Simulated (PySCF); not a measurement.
C3H8BFO.
SMILES with atom numbers: `[CH3:1][CH2:2][B:3]([F:4])[O:5][CH3:6]` (hydrogens: H7, H8, H9 on C1; H10, H11 on C2; H12, H13, H14 on C6)

The calculation used PBE0-D3(BJ)/def2-SVP geometry optimisation, gas phase (PySCF).

Q: List the bond lengths, angles and torsions at this level.

A: 
```json
{"bond": "C1–C2", "length (Å)": "1.522", "order": "single"}
{"bond": "C2–B3", "length (Å)": "1.567", "order": "single"}
{"bond": "B3–F4", "length (Å)": "1.342", "order": "single"}
{"bond": "B3–O5", "length (Å)": "1.346", "order": "single"}
{"bond": "O5–C6", "length (Å)": "1.407", "order": "single"}
{"bond": "C1–H7, C1–H8, C1–H9", "length (Å)": "1.101", "order": "single"}
{"bond": "C2–H10, C2–H11", "length (Å)": "1.106", "order": "single"}
{"bond": "C6–H12, C6–H13, C6–H14", "length (Å)": "1.101", "order": "single"}
```

Bonds in one row agree within 0.01 Å and their mean is given. Orders are formal, as drawn. A selection of angles:
```json
{"angle": "C2–C1–H7", "degrees": "111.2"}
{"angle": "H7–C1–H8", "degrees": "106.7"}
{"angle": "C1–C2–B3", "degrees": "115.5"}
{"angle": "C1–C2–H10", "degrees": "111.0"}
{"angle": "B3–C2–H10", "degrees": "107.2"}
{"angle": "H10–C2–H11", "degrees": "104.0"}
{"angle": "C2–B3–F4", "degrees": "119.7"}
{"angle": "C2–B3–O5", "degrees": "121.3"}
{"angle": "F4–B3–O5", "degrees": "119.0"}
{"angle": "B3–O5–C6", "degrees": "123.9"}
{"angle": "O5–C6–H12", "degrees": "112.1"}
{"angle": "O5–C6–H13", "degrees": "109.2"}
{"angle": "H12–C6–H13", "degrees": "109.0"}
{"angle": "H13–C6–H14", "degrees": "108.2"}
```

Dihedral angles: C1–C2–B3–F4 -178° (antiperiplanar); C2–B3–O5–C6 -179° (antiperiplanar).

The 6 heavy atoms lie in one plane (0.010 Å rms). Of the pairs four or more bonds apart, F4···H12 is among the closest relative to their van der Waals radii: 2.35 Å, 88 % of the sum of Bondi's values. O5 (boron-bound oxygen) is bent (angle 123.9°). B3 (three-coordinate boron) is planar (angles 121.3°, 119.7° and 119.0°, sum 360.0°, 0.00 Å off the plane of its three neighbours).

Point group: Cs (every atom within 0.08 Å of its image). PBE0-D3(BJ)/def2-SVP frequencies: not computed here. The numbers are those of one conformer.
